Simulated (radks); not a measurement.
Problem. Species: Ho I. Configuration: [Xe] 4f9.5 5d2 6s1 6p0.5 (fractional occupations, a model configuration). Calculated with a radial shooting solver on a logarithmic mesh with Libxc functionals: scalar-relativistic Kohn-Sham, PBE, spin-polarised, spherical densities, point nucleus; open shells are filled with parallel spins first (spin-orbit coupling, left out, can overturn this in heavy ions). Some entries of the table are withheld. Estimate them.

| orbital | occ. | eigenvalue (hartree) | <r> (bohr) |
|---|---|---|---|
| 1s up | 1 | -2039.965 | 0.02074 |
| 1s down | 1 | -2039.965 | 0.02074 |
| 2s up | 1 | -341.5262 | 0.08809 |
| 2s down | 1 | -341.5224 | 0.08809 |
| 2p up | 3 | -302.5722 | 0.07807 |
| 2p down | 3 | -302.5693 | 0.07807 |
| 3s up | 1 | -76.64500 | 0.2299 |
| 3s down | 1 | -76.57184 | 0.2298 |
| 3p up | 3 | -64.74406 | 0.2290 |
| 3p down | 3 | -64.67096 | 0.2288 |
| 3d up | 5 | -49.64379 | 0.2080 |
| 3d down | 5 | -49.58718 | 0.2078 |
| 4s up | 1 | -15.52160 | 0.5179 |
| 4s down | 1 | -15.36429 | 0.5180 |
| 4p up | 3 | -11.59681 | 0.5486 |
| 4p down | 3 | -11.44194 | 0.5489 |
| 4d up | 5 | -6.29624 | 0.5929 |
| 4d down | 5 | -6.14359 | 0.5936 |
| 5s up | 1 | -2.08934 | (1) |
| 5s down | 1 | -1.99503 | (2) |
| 5p up | 3 | -1.14366 | 1.467 |
| 5p down | 3 | -1.05970 | 1.475 |
| 4f up | 7 | -0.50557 | 0.7695 |
| 4f down | 2.5 | -0.36274 | 0.7850 |
| 6s up | 1 | -0.18972 | 3.683 |
| 5d up | 2 | -0.12255 | 2.648 |
| 6p up | 0.5 | -0.06763 | 5.211 |

Solution. 
(1) 5s up <r> (bohr): 1.248
(2) 5s down <r> (bohr): 1.254
